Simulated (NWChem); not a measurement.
System: SrO; SMILES [Sr]=[O]

Input file for NWChem:

```
start job
memory heap 200 mb stack 900 mb global 1100 mb
geometry units angstroms noautosym nocenter noautoz
  Sr     0.000000     0.000000    -0.323726
  O      0.000000     0.000000     1.628569
end
basis spherical
  * library def2-svpd
end
ecp
  Sr library def2-ecp
end
dft
  xc b3lyp
  iterations 150
end
property
  response 1 0.0
end
task dft property
```

Excerpt of the output:

```
             Northwest Computational Chemistry Package (NWChem) 7.3.0
             --------------------------------------------------------

                             Geometry "geometry" -> ""
                             -------------------------

 Output coordinates in angstroms (scale by  1.889725989 to convert to a.u.)

  No.       Tag          Charge          X              Y              Z
 ---- ---------------- ---------- -------------- -------------- --------------
    1 Sr                  38.0000     0.00000000     0.00000000    -0.32372600
    2 O                    8.0000     0.00000000     0.00000000     1.62856900

 Effective nuclear repulsion energy (a.u.)      82.4003973252

                                 NWChem DFT Module
                                 -----------------

 Summary of "ao basis" -> "ao basis" (spherical)
 ------------------------------------------------------------------------------
       Tag                 Description            Shells   Functions and Types
 ---------------- ------------------------------  ------  ---------------------
 Sr                        def2-svpd                10       26   4s4p2d
 O                         def2-svpd                 9       23   4s3p2d

            General Information
            -------------------
          SCF calculation type: DFT
          Wavefunction type:  closed shell.
          No. of atoms     :     2
          No. of electrons :    18
           Alpha electrons :     9
            Beta electrons :     9
          Charge           :     0
          Spin multiplicity:     1
          Use of symmetry is: off; symmetry adaption is: off
          Maximum number of iterations: 150
          AO basis - number of functions:    49
                     number of shells:    19
          Convergence on energy requested:  1.00D-06
          Convergence on density requested:  1.00D-05
          Convergence on gradient requested:  5.00D-04

              XC Information
              --------------
                         B3LYP Method XC Potential
                     Hartree-Fock (Exact) Exchange  0.200
                        Slater Exchange Functional  0.800 local
                    Becke 1988 Exchange Functional  0.720 non-local
              Lee-Yang-Parr Correlation Functional  0.810
                  VWN I RPA Correlation Functional  0.190 local

             Grid Information
             ----------------
          Grid used for XC integration:  medium
          Radial quadrature: Mura-Knowles
          Angular quadrature: Lebedev.
          Tag              B.-S. Rad. Rad. Pts. Rad. Cut. Ang. Pts.
          ---              ---------- --------- --------- ---------
          Sr                  2.00      123          13.0       590
          O                   0.60       49          12.0       434
          Grid pruning is: on
          Number of quadrature shells:   172
          Spatial weights used:  Erf1

      Superposition of Atomic Density Guess
      -------------------------------------

 Sum of atomic energies:        -109.57478900

      Non-variational initial energy
      ------------------------------

 Total energy =    -104.847477
 1-e energy   =    -195.378526
 2-e energy   =      68.846734
 HOMO         =      -0.443176
 LUMO         =      -0.152074

   convergence    iter        energy       DeltaE   RMS-Dens  Diis-err
 ---------------- ----- ----------------- --------- --------- ---------
 d= 0,ls=0.0,diis     1   -105.4707601407 -1.27D+02  7.91D-02  2.43D+00
 d= 0,ls=0.0,diis     2    -97.1939831697  8.28D+00  7.86D-02  1.86D+01
 d= 0,ls=0.0,diis     3   -105.7110663267 -8.52D+00  1.92D-02  8.68D-01
 d= 0,ls=0.0,diis     4   -105.8457758002 -1.35D-01  8.83D-03  2.68D-02
 d= 0,ls=0.0,diis     5   -105.8407632814  5.01D-03  2.40D-03  7.50D-02
  Resetting Diis
 d= 0,ls=0.0,diis     6   -105.8483234576 -7.56D-03  9.76D-04  8.48D-03
 d= 0,ls=0.0,diis     7   -105.8492887490 -9.65D-04  7.56D-04  1.20D-04
 d= 0,ls=0.0,diis     8   -105.8490693169  2.19D-04  5.39D-04  2.05D-03
 d= 0,ls=0.0,diis     9   -105.8493039168 -2.35D-04  3.70D-05  2.77D-06
 d= 0,ls=0.0,diis    10   -105.8493043434 -4.27D-07  2.66D-06  9.23D-09

         Total DFT energy =     -105.849304343424
      One electron energy =     -199.006406060642
           Coulomb energy =       84.468800279723
    Exchange-Corr. energy =      -12.996013648072
 Nuclear repulsion energy =       21.684315085566

 Numeric. integr. density =       17.999995958022

                       DFT Final Molecular Orbital Analysis
                       ------------------------------------

 Vector    7  Occ=2.000000D+00  E=-1.762540D-01
              MO Center= -4.0D-10,  2.8D-09,  1.4D+00, r^2= 1.3D+00
   Bfn.  Coefficient  Atom+Function         Bfn.  Coefficient  Atom+Function
  ----- ------------  ---------------      ----- ------------  ---------------
    32      0.420642  2 O  py                31      0.371527  2 O  px
    35      0.288023  2 O  py                34      0.254393  2 O  px
    18      0.194511  1 Sr d -1              20     -0.171799  1 Sr d  1
    38      0.111598  2 O  py                37      0.098567  2 O  px
     6     -0.082970  1 Sr py                 5     -0.073282  1 Sr px

[...]

 DFT Linear Response polarizability / au
 Frequency  =       0.0000000 / au
              X              Y              Z
 -----------------------------------------------
 X      31.7707003      0.0000009     -0.0000039
 Y       0.0000009     31.7707005      0.0000032
 Z      -0.0000039      0.0000032     99.6066478
 -----------------------------------------------
 Eigenvalues =      31.7706995     31.7707013     99.6066478
 Isotropic   =      54.3826829
 Anisotropic =      67.8359473
 -----------------------------------------------

 Magnetic Dipole Response Matrix (nonzero elements):

 Exiting AOResponse driver routine
```

Level: B3LYP/def2-SVPD with def2 effective core potentials on Sr. All runs use the structure optimised with PBE0/def2-SVP. B3LYP is NWChem's, with the RPA form of VWN correlation. def2 effective core potentials on Sr; no spin-orbit coupling.
